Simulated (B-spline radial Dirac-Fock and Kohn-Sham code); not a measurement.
K-line shifts caused by a second vacancy in Ge⁺

System: the Ge⁺ ion in the configuration [Ar] 3d10 4s2 4p1.

Model: Dirac-Fock energy differences between relaxed states, corrected for Breit and QED terms. Program: a radial atomic solver. Each two-hole energy is an average over J within one jj subconfiguration, not an observable level; in light atoms, where LS coupling holds, the j-resolved values are not observed lines, and for a K spectator the Kα1 hypersatellite is nearly forbidden. No correlation.

Lines without a spectator: Kα2 (K-L2) 9854.5 eV, Kα1 (K-L3) 9885.7 eV, Kβ3 (K-M2) 10975.4 eV, Kβ1 (K-M3) 10979.7 eV. Shifts in eV with one spectator hole (a dash: not computed, or left out as unreliable):

```
spectator hole     Kα2     Kα1     Kβ3     Kβ1
        K (1s)  +342.4  +346.5  +428.4  +429.1
    L2 (2p1/2)   +33.4   +41.0       –   +89.4
    L3 (2p3/2)   +36.9   +35.7   +85.0       –
    M2 (3p1/2)       –   +3.14   +6.43   +8.52
    M3 (3p3/2)   +2.73       –   +7.82   +7.31
    M4 (3d3/2)   -0.21   -1.30       –       –
    M5 (3d5/2)   -1.40   -0.69       –       –
```
